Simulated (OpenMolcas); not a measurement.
An OpenMolcas run meant for I2+ (ANO-RCC-VDZ, X2C; inactive shells 1s 2s 2p 3s 3p 3d 4s 4p 4d 5s; intended active space 3 electrons in 3 orbitals (5p)). One step of its input:

```
&CASPT2
Multistate=1 1
Frozen=9 9
IPEA=1.5
Imaginary=0.1
MaxIter=60
WThr=0.0 0.3 0.05
PrWF=0.5
NoMix
```

The run finished. Its levels beside those of a sound run (SS-CASPT2, IPEA 0.25 Eh, imaginary shift 0.1 Eh (closed shells correlated: 4d 5s)), in cm⁻¹ above each run's lowest level:

```csv
Level,This run,Usual run
5s² 5p³ ⁴S°_3/2,0.0,0.0
5s² 5p³ ²D°_3/2,15170,15030
5s² 5p³ ²D°_5/2,18455,18450
5s² 5p³ ²P°_1/2,27550,26760
5s² 5p³ ²P°_3/2,32502,31901
```

Problem. Which setting is unsound, and how much does it matter here?

Solution. The IPEA shift is far above its usual 0.25 hartree. Against the sound run the excited levels shown move by 380 cm-1 on average and by 790 cm-1 at most.

Term energies are means over components that CASPT2 splits; among the terms shown or strongly mixed into the levels shown the widest spread is 290 cm-1 (5s² 5p³ ²P°, this run). With the s shell closed, the reference lacks s² → p² mixing. Only configurations of the active space appear.

° marks odd parity.
